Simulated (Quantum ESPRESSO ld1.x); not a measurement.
All-electron atom: Ta6+ in [Xe] 4f13 (the NIST ground configuration). Method: scalar-relativistic Kohn-Sham, LDA (Slater exchange, Perdew-Zunger correlation), spin-polarised, spherical densities, point nucleus; open shells are filled with parallel spins first; computed with ld1.x of Quantum ESPRESSO 7.5.

Unscreened Slater integrals over Kohn-Sham orbitals (hartree). They are taken over the spin-up orbitals.

| integral | value |
|---|---|
| F0(4f,4f) | 1.5095 |
| F2(4f,4f) | 0.73209 |
| F4(4f,4f) | 0.46227 |
| F6(4f,4f) | 0.33341 |
| F0(4f,5p) | 0.90539 |
| F2(4f,5p) | 0.29717 |
| G2(4f,5p) | 0.13012 |
| G4(4f,5p) | 0.10615 |
| F0(4f,5s) | 1.0035 |
| G3(4f,5s) | 0.15897 |
| F0(4f,4d) | 1.6051 |
| F2(4f,4d) | 0.78098 |
| F4(4f,4d) | 0.50111 |
| G1(4f,4d) | 0.90822 |
| G3(4f,4d) | 0.57783 |
| G5(4f,4d) | 0.41059 |
| F0(5p,5p) | 0.74569 |
| F2(5p,5p) | 0.40538 |
| F0(5p,5s) | 0.79009 |
| G1(5p,5s) | 0.53200 |
| F0(5p,4d) | 0.92774 |
| F2(5p,4d) | 0.26723 |
| G1(5p,4d) | 0.073920 |
| G3(5p,4d) | 0.072895 |
| F0(5s,5s) | 0.84675 |
| F0(5s,4d) | 1.0337 |
| G2(5s,4d) | 0.10920 |
| F0(4d,4d) | 1.7292 |
| F2(4d,4d) | 0.87814 |
| F4(4d,4d) | 0.58815 |

Derived for the open shells (J is the average intra-shell exchange parameter used in DFT+U). 4f: F4/F2 = 0.631, F6/F2 = 0.455, J = (286 F2 + 195 F4 + 250 F6)/6435 = 0.05950 hartree.
